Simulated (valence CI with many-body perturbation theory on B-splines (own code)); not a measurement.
## Nd³⁹⁺: fill in the table

Calculated by valence CI with perturbative core correlation (CI+MBPT): three valence electrons over a frozen Dirac-Fock core [Ar], a basis of 9 s, 9 p, 10 d, 8 f, 5 g, 3 h, 1 i functions for each j, with the one-electron correlation potential Σ1, the two-electron term Σ2, the three-electron term Σ3, Breit, model QED; selected CI, second order for the rest (own B-spline code, finite nucleus).

The last digits are not significant, and no measured levels were compared; by estimate large intervals hold to a few tenths of a per cent, small ones and those within an open d or f shell to about a per cent. Only levels of the ground parity were solved; by the run's estimate the other parity begins above the list, which can be wrong where configurations are misplaced.

| Level | E (cm⁻¹) |
| --- | --- |
| (3d3/2^3) J=3/2 | 0 |
| (3d3/2^2 3d5/2) J=5/2 [a] | 167890 |
| (3d3/2^2 3d5/2) J=3/2 | 212740 |
| (3d3/2^2 3d5/2) J=7/2 | 224250 |
| (3d3/2^2 3d5/2) J=9/2 | 233360 |
| (3d3/2^2 3d5/2) J=1/2 | ? |
| (3d3/2^2 3d5/2) J=5/2 [b] | ? |
| (3d3/2 3d5/2^2) J=7/2 [a] | ? |
| (3d3/2 3d5/2^2) J=9/2 | 417830 |
| (3d3/2 3d5/2^2) J=3/2 [a] | 449870 |
| (3d3/2 3d5/2^2) J=1/2 | ? |
| (3d3/2 3d5/2^2) J=11/2 | 480000 |
| (3d3/2 3d5/2^2) J=5/2 [a] | 493890 |
| (3d3/2 3d5/2^2) J=5/2 [b] | ? |
| (3d3/2 3d5/2^2) J=7/2 [b] | 539900 |
| (3d3/2 3d5/2^2) J=3/2 [b] | ? |
| (3d5/2^3) J=9/2 | 639960 |
| (3d5/2^3) J=3/2 | 744880 |
| (3d5/2^3) J=5/2 | 796670 |

Levels are named by their leading jj configuration (3d3/2^4 stands for four electrons in 3d with j = 3/2), which in mixed levels can hold well under half, so a name can repeat and another be missing. Letters in brackets count levels of one name in rising energy.

Problem. The levels stand in rising order. What does the calculation give for the missing energies?

Solution. (3d3/2^2 3d5/2) J=1/2 242330; (3d3/2^2 3d5/2) J=5/2 [b] 359660; (3d3/2 3d5/2^2) J=7/2 [a] 395670; (3d3/2 3d5/2^2) J=1/2 466650; (3d3/2 3d5/2^2) J=5/2 [b] 523520; (3d3/2 3d5/2^2) J=3/2 [b] 629450.
